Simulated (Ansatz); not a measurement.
ClHSn (SMILES [Cl][SnH]) moved off its minimum; all values from Ansatz (a program for electronic structure), cores frozen in correlated methods. Elements past Kr take the def2 small-core potentials, without spin–orbit coupling.
(charge 0, multiplicity 1)
```xyz
3

Sn    -0.3414    -0.1760     0.3379
H     -1.4467    -0.8877    -0.9320
Cl     0.7736     1.0295    -1.1364
```

Give the forces (eV/Å), the total energy and the dipole at CCSD(T)/def2-TZVPPD.


| atom | Fx | Fy | Fz |
|---|---|---|---|
| Sn1 | -1.837 | -1.865 | 1.745 |
| H2 | 0.186 | 0.100 | 0.327 |
| Cl3 | 1.652 | 1.766 | -2.071 |
Energy -673.7937 hartree, dipole 1.68 D.
